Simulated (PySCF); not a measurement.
## BeO⁺: energy against distance

Set-up: Be cc-pVDZ, O cc-pVDZ; no relativity (PySCF 2.14). Energies in eV from Be⁺ + O in their ground configurations at the same level. State: ²Π (doublet), unpaired electrons π ↑.

| R (Å) | UHF-CCSD | UHF-CCSD(T) |
| --- | --- | --- |
| 1.306 | -2.769 | -2.831 |
| 1.364 | -3.081 | -3.151 |
| 1.407 | -3.201 | -3.277 |
| 1.451 | -3.244 | -3.327 |
| 1.494 | -3.225 | -3.315 |
| 1.553 | -3.127 | -3.226 |
| 1.625 | -2.917 | -3.030 |
| 1.712 | -2.587 | -2.712 |

Problem. Put a parabola through the three lowest points of the UHF-CCSD curve and estimate Re, k and ωe (reduced mass 5.764 u; 1 eV/Å² = 0.16022 mdyn/Å; ωe = 1302.8·√(k/μ) cm⁻¹).

Solution. Through R = 1.407, 1.451, 1.494 Å the second-order coefficient is 16.3 eV/Å², so Re ≈ 1.459 Å, k ≈ 5.23 mdyn/Å and ωe ≈ 1241 cm⁻¹. A polynomial fit of higher order to the unrounded UHF-CCSD energies gives Re = 1.458 Å, k = 4.99 mdyn/Å, ωe = 1212 cm⁻¹; anharmonicity and rounding make the difference.

The higher-order fit for each curve: UHF-CCSD: Re = 1.458 Å, ωe = 1212 cm⁻¹, De = 3.24 eV; UHF-CCSD(T): Re = 1.463 Å, ωe = 1192 cm⁻¹, De = 3.33 eV.

Correlated steps freeze 1 core orbital. Correlated levels converge slowly with the basis: in double zeta they bind strong bonds too weakly, by up to about 1 eV, and carry superposition errors of some tenths. For an ion De counts to the pair picked by the measured ionisation energies or electron affinities, which need not be the lowest pair at this level. The state is the lowest determinant that a PBE0 search found; another state may lie lower at other levels.
